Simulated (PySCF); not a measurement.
## From PBE0 to CCSD(T): MSn along the alkali metals

PBE0 and CCSD(T) in PySCF with def2-SVP on every atom (core potentials on Sn, Cs), for the lowest determinant that a PBE0 search found; no spin–orbit coupling.

```tsv
molecule	state (unpaired electrons)	PBE0 Re (Å)	PBE0 ωe (cm⁻¹)	PBE0 De (eV)	CCSD(T) Re (Å)	CCSD(T) ωe (cm⁻¹)	CCSD(T) De (eV)
LiSn	quartet (σ ↑, π ↑↑)	2.577	369	1.48	?	?	?
NaSn	quartet (σ ↑, π ↑↑)	2.918	180	1.18	2.950	186	1.15
KSn	quartet (σ ↑, π ↑↑)	3.280	135	1.31	3.338	134	1.23
CsSn	quartet (σ ↑, π ↑↑)	3.583	88.3	1.43	3.644	89.5	1.25
```

(1) Estimate the CCSD(T) values of LiSn by adding the mean shift from PBE0 to CCSD(T) of the other rows, and compare with the calculation.

(2) What are the mean differences of PBE0 from CCSD(T) over the whole series?

In a basis of this size CCSD(T) is itself not converged; it tends to give bonds that are too long and too weak.

Correlated steps freeze the inner cores (4 to 9 orbitals); shallow outer-core shells are correlated. Correlated levels converge slowly with the basis: in double zeta they bind strong bonds too weakly, by up to about 1 eV, and carry superposition errors of some tenths. These are scalar-relativistic numbers at best; spin–orbit coupling would shift them, the dissociation energy most. States were picked by a PBE0 search and need not be the measured ground states.

Answers

(1) The mean shifts are +5.0 pm, +2 cm⁻¹ and -0.10 eV, which give 2.627 Å, 371 cm⁻¹ and 1.38 eV. CCSD(T)/def2-SVP gives Re = 2.611 Å, ωe = 368 cm⁻¹, De = 1.37 eV.

(2) Re -4.6 pm, ωe -1 cm⁻¹, De +0.10 eV.
